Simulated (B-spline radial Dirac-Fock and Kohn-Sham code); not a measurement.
## Core and valence levels of Rb²¹⁺

System: Rb²¹⁺ in the configuration [Ne] 3s2 3p4; nuclear rms radius 4.2036 fm (A = 85).

Method: Dirac-Fock (average of configuration) total-energy differences with a finite nucleus, the Breit interaction including its frequency dependence, and self-energy and vacuum-polarisation corrections. Computed with a radial atomic solver. Correlation and solid-state effects are left out. Energies are counted from the vacuum level. Subshells whose hole state is unreliable or did not converge are left out.

All terms are in eV, carry their sign (relaxation lowers the binding energy) and add up to the binding energy; ⟨r⟩ is the mean radius of the orbital in the initial state.

```
subshell  −ε (Koopmans)  relaxation   Breit  self-energy  vacuum polarisation  binding energy  ⟨r⟩ (bohr)
      1s        16181.4      -27.65  -24.53       -13.24                 1.41         16117.3       0.040
      2s         2971.2       -6.09   -2.14        -1.50                 0.15          2961.7       0.175
   2p1/2         2771.8       -7.57   -3.46         0.16                -0.01          2760.9       0.150
      3s         1041.5       -0.69   -0.43        -0.34                 0.03          1040.1       0.447
      3p          964.5       -0.75   -0.53         0.01                 0.00           963.2       0.440
```

For the deepest level, K (1s), the Breit terms make up -0.152 % of the binding energy, QED -0.073 % and orbital relaxation -0.172 %.

Going to the tabulated ground configuration of the next ion removes an electron from M2,3 (3p), computed at 963.2 eV. NIST lists 958.9 ± 1.4 eV as the ionisation energy of this species (semi-empirical), -4.29 eV from the computed value. Where a p, d or f shell is open in either ion the computed value averages over both j values and all terms, while the table refers to the lowest levels; that difference holds spin-orbit splitting (largest in heavy or highly charged ions), term energies where several electrons share open shells, and correlation, and it can reach 10 % or more.
